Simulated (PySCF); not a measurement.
What builds the third ionisation energy along the 4d series

Calculated with PySCF 2.14 from differences of total energies of unrestricted determinants, without spin-orbit coupling. Each column adds one step, in eV (sums use unrounded values): valence MP2, valence CCSD, valence triples, then the next inner shell at CCSD(T) (Zr 4s 4p, Nb 4s 4p, Mo 4s 4p, Tc 4s 4p, Ru 4s 4p, Rh 4s 4p, Pd 4s 4p, Ag 4s 4p, Cd 4s 4p). References (NIST) marked * lie between the lowest fine-structure levels; the others compare directly ((s) semi-empirical, (t) theoretical).

```json
{"element": "Zr [Kr] 4d2 → [Kr] 4d1 (def2-TZVPPD with the def2 core potential (28 electrons), ECP)", "UHF": "22.405", "+ MP2": "0.089", "+ CCSD": "0.030", "+ (T)": "0.000", "+ inner shell": "0.307", "sum": "22.831", "reference": "23.170 (s) *"}
{"element": "Nb [Kr] 4d3 → [Kr] 4d2 (def2-TZVPPD with the def2 core potential (28 electrons), ECP)", "UHF": "24.236", "+ MP2": "0.300", "+ CCSD": "0.064", "+ (T)": "0.002", "+ inner shell": "0.303", "sum": "24.906", "reference": "25.04 (s) *"}
{"element": "Mo [Kr] 4d4 → [Kr] 4d3 (def2-TZVPPD with the def2 core potential (28 electrons), ECP)", "UHF": "26.081", "+ MP2": "0.524", "+ CCSD": "0.063", "+ (T)": "0.008", "+ inner shell": "0.262", "sum": "26.938", "reference": "27.13 ± 0.12 (s) *"}
{"element": "Tc [Kr] 4d5 → [Kr] 4d4 (def2-TZVPPD with the def2 core potential (28 electrons), ECP)", "UHF": "28.881", "+ MP2": "0.634", "+ CCSD": "0.037", "+ (T)": "0.013", "+ inner shell": "0.109", "sum": "29.673", "reference": "29.55 (s) *"}
{"element": "Ru [Kr] 4d6 → [Kr] 4d5 (def2-TZVPPD with the def2 core potential (28 electrons), ECP)", "UHF": "26.556", "+ MP2": "1.207", "+ CCSD": "0.004", "+ (T)": "0.040", "+ inner shell": "0.038", "sum": "27.844", "reference": "28.47 (s) *"}
{"element": "Rh [Kr] 4d7 → [Kr] 4d6 (def2-TZVPPD with the def2 core potential (28 electrons), ECP)", "UHF": "29.428", "+ MP2": "1.281", "+ CCSD": "-0.053", "+ (T)": "0.045", "+ inner shell": "-0.086", "sum": "30.615", "reference": "31.06 (s) *"}
{"element": "Pd [Kr] 4d8 → [Kr] 4d7 (def2-TZVPPD with the def2 core potential (28 electrons), ECP)", "UHF": "31.177", "+ MP2": "1.578", "+ CCSD": "-0.147", "+ (T)": "0.059", "+ inner shell": "-0.090", "sum": "32.576", "reference": "32.93 (s) *"}
{"element": "Ag [Kr] 4d9 → [Kr] 4d8 (def2-TZVPPD with the def2 core potential (28 electrons), ECP)", "UHF": "32.980", "+ MP2": "1.853", "+ CCSD": "-0.249", "+ (T)": "0.070", "+ inner shell": "-0.110", "sum": "34.544", "reference": "34.8 ± 0.3 (s) *"}
{"element": "Cd [Kr] 4d10 → [Kr] 4d9 (def2-TZVPPD with the def2 core potential (28 electrons), ECP)", "UHF": "35.947", "+ MP2": "1.918", "+ CCSD": "-0.320", "+ (T)": "0.071", "+ inner shell": "-0.233", "sum": "37.382", "reference": "37.468 ± 0.006 *"}
```

What remains against the references is mostly basis incompleteness and, for starred values, spin-orbit coupling.

These are valence bases, so the inner-shell step is incomplete.
